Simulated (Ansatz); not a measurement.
Process, species as SMILES: C[SiH](C)[SiH3] → [CH2][SiH](C)[SiH3] + H atom (the C-H bond at the site shown breaks; other sites are not compared here)
Structures are relaxed separately at B3LYP-D3(BJ)/def2-TZVP in Ansatz (a first-principles code), one conformer each, not searched for the lowest. Frequencies are from Ansatz.

Quantity: bond dissociation energy (0 K, with B3LYP-D3(BJ) harmonic zero-point energies), in kcal/mol. Cores are frozen in the correlated levels unless marked. Open shells are spin-unrestricted. Spin-orbit coupling is left out. Non-relativistic. CBS marks a two-point X^-3 extrapolation of the correlation energy; Hartree-Fock from the larger set.

```csv
level,program,bond dissociation energy (kcal/mol)
HF/aug-cc-pV(T+d)Z,Ansatz,72.4
```

Problem. Predict the CCSD(T)/CBS(cc-pV(T+d)Z,cc-pV(Q+d)Z) result (Ansatz).

Solution. 99.1 kcal/mol, so HF/aug-cc-pV(T+d)Z differs from it by -26.7 kcal/mol.
